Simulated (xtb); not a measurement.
xtb input (GFN1-xTB):

```bash
xtb mol.xyz --gfn 1 --sp --chrg -1 --uhf 0
```
mol.xyz:
```
4

C      0.02588439     0.01144456    -1.23030756
C      0.01695385     0.00512397     0.11335967
C      0.11826473     0.03420598     1.38645749
H     -0.96661781    -0.30464710    -1.61705762
```

Output:

```
           -------------------------------------------------
          |                Calculation Setup                |
           -------------------------------------------------

           -------------------------------------------------
          |                 G F N 1 - x T B                 |
           -------------------------------------------------

        Reference                      10.1021/acs.jctc.7b00118
      * Hamiltonian:
        H0-scaling (s, p, d)           1.850000    2.250000    2.000000
        zeta-weighting                 0.000000
      * Dispersion:
        s8                             2.400000
        a1                             0.630000
        a2                             5.000000
        s9                             0.000000
      * Repulsion:
        kExp                           1.500000
        rExp                           1.000000
      * Coulomb:
        alpha                          2.000000
        third order                    atomic
        anisotropic                    false
      * Halogen bond correction:
        rad-scale                      1.300000
        damping                        0.440000

          ...................................................
          :                      SETUP                      :
          :.................................................:
          :  # basis functions                  14          :
          :  # atomic orbitals                  14          :
          :  # shells                            8          :
          :  # electrons                        14          :
          :  # halogen bonds                     0          :
          :  max. iterations                   250          :
          :  Hamiltonian                  GFN1-xTB          :
          :  restarted?                      false          :
          :  GBSA solvation                  false          :
          :  PC potential                    false          :
          :  electronic temp.          300.0000000     K    :
          :  accuracy                    1.0000000          :
          :  -> integral cutoff          0.2500000E+02      :
          :  -> integral neglect         0.1000000E-07      :
          :  -> SCF convergence          0.1000000E-05 Eh   :
          :  -> wf. convergence          0.2000000E-04 e    :
          :  Broyden damping             0.4000000          :
          :  net charge                         -1          :
          :  unpaired electrons                  0          :
          ...................................................

 iter      E             dE          RMSdq      gap      omega  full diag
   1     -6.9364511 -0.693645E+01  0.998E+00    0.80       0.0  T
   2     -6.9501590 -0.137079E-01  0.588E+00    0.83       1.0  T
   3     -6.9488414  0.131768E-02  0.155E+00    0.82       1.0  T
   4     -6.9508350 -0.199361E-02  0.339E-01    0.83       1.0  T
   5     -6.9510624 -0.227433E-03  0.388E-02    0.83       1.3  T
   6     -6.9510636 -0.118160E-05  0.490E-03    0.83      10.2  T
   7     -6.9510637 -0.623608E-07  0.356E-04    0.83     140.5  T
   8     -6.9510637 -0.779892E-10  0.350E-04    0.83     142.8  T
   9     -6.9510637 -0.220207E-09  0.129E-06    0.83   38746.5  T
  10     -6.9510637 -0.444089E-14  0.333E-08    0.83  100000.0  T

   *** convergence criteria satisfied after 10 iterations ***

         #    Occupation            Energy/Eh            Energy/eV
      -------------------------------------------------------------
         1        2.0000           -0.3521431              -9.5823
         2        2.0000           -0.3241224              -8.8198
         3        2.0000           -0.2677862              -7.2868
         4        2.0000           -0.1939216              -5.2769
         5        2.0000           -0.1886175              -5.1325
         6        2.0000           -0.1333360              -3.6283
         7        2.0000           -0.1107301              -3.0131 (HOMO)
         8        0.0000           -0.0802750              -2.1844 (LUMO)
         9                          0.0861247               2.3436
        10                          0.1197651               3.2590
        11                          0.1506179               4.0985
        12                          0.5410470              14.7226
       ...                                ...                  ...
        14                          1.2799376              34.8289
      -------------------------------------------------------------
                  HL-Gap            0.0304551 Eh            0.8287 eV
             Fermi-level           -0.0955026 Eh           -2.5988 eV

 SCC (total)                   0 d,  0 h,  0 min,  0.002 sec
 SCC setup                      ...        0 min,  0.000 sec (  4.545%)
 Dispersion                     ...        0 min,  0.000 sec (  2.190%)
 classical contributions        ...        0 min,  0.000 sec (  1.049%)
 integral evaluation            ...        0 min,  0.000 sec ( 16.078%)
 iterations                     ...        0 min,  0.001 sec ( 47.579%)
 molecular gradient             ...        0 min,  0.001 sec ( 21.265%)
 printout                       ...        0 min,  0.000 sec (  6.871%)

         :::::::::::::::::::::::::::::::::::::::::::::::::::::
         ::                     SUMMARY                     ::
         :::::::::::::::::::::::::::::::::::::::::::::::::::::
         :: total energy              -6.828321099436 Eh    ::
         :: gradient norm              0.039772674445 Eh/a0 ::
         :: HOMO-LUMO gap              0.828725337840 eV    ::
         ::.................................................::
         :: SCC energy                -6.951063657629 Eh    ::
         :: -> electrostatic           0.142539686553 Eh    ::
         :: repulsion energy           0.123545680022 Eh    ::
         :: dispersion energy         -0.000803121829 Eh    ::
         :: halogen bond corr.         0.000000000000 Eh    ::
         :: add. restraining           0.000000000000 Eh    ::
         :: total charge              -1.000000000000 e     ::
         :::::::::::::::::::::::::::::::::::::::::::::::::::::

           -------------------------------------------------
          |                Property Printout                |
           -------------------------------------------------

    * Orbital Energies and Occupations

         #    Occupation            Energy/Eh            Energy/eV
      -------------------------------------------------------------
         1        2.0000           -0.3521431              -9.5823
         2        2.0000           -0.3241224              -8.8198
         3        2.0000           -0.2677862              -7.2868
         4        2.0000           -0.1939216              -5.2769
         5        2.0000           -0.1886175              -5.1325
         6        2.0000           -0.1333360              -3.6283
         7        2.0000           -0.1107301              -3.0131 (HOMO)
         8        0.0000           -0.0802750              -2.1844 (LUMO)
         9                          0.0861247               2.3436
        10                          0.1197651               3.2590
        11                          0.1506179               4.0985
        12                          0.5410470              14.7226
        13                          0.5781826              15.7331
        14                          1.2799376              34.8289
      -------------------------------------------------------------
                  HL-Gap            0.0304551 Eh            0.8287 eV
             Fermi-level           -0.0955026 Eh           -2.5988 eV

  Mulliken/CM5 charges         n(s)   n(p)   n(d)
Note: The following floating-point exceptions are signalling: IEEE_DENORMAL
normal termination of xtb
     1C    -0.37888 -0.42422   1.367  3.012  0.000
     2C     0.00389 -0.00097   1.115  2.881  0.000
     3C    -0.57493 -0.57518   1.636  2.939  0.000
     4H    -0.05009  0.00036   1.050  0.000  0.000

Wiberg/Mayer (AO) data.
largest (>0.10) Wiberg bond orders for each atom

 ---------------------------------------------------------------------------
     #   Z sym  total        # sym  WBO       # sym  WBO       # sym  WBO
 ---------------------------------------------------------------------------
     1   6 C    3.079 --     2 C    1.704     4 H    0.992     3 C    0.383
     2   6 C    3.980 --     3 C    2.266     1 C    1.704
     3   6 C    2.695 --     2 C    2.266     1 C    0.383
     4   1 H    1.047 --     1 C    0.992
 ---------------------------------------------------------------------------

Topologies differ in total number of bonds
Writing topology from bond orders to xtbtopo.mol

 dipole moment from electron density (au)
     X       Y       Z
  -0.5904  -0.1865  -0.8254  total (Debye):    2.623

           -------------------------------------------------
          | TOTAL ENERGY               -6.828321099436 Eh   |
          | GRADIENT NORM               0.039772674445 Eh/α |
          | HOMO-LUMO GAP               0.828725337840 eV   |
           -------------------------------------------------

------------------------------------------------------------------------
------------------------------------------------------------------------
 total:
 SCF:
```

It need not be the lowest isomer of its formula.
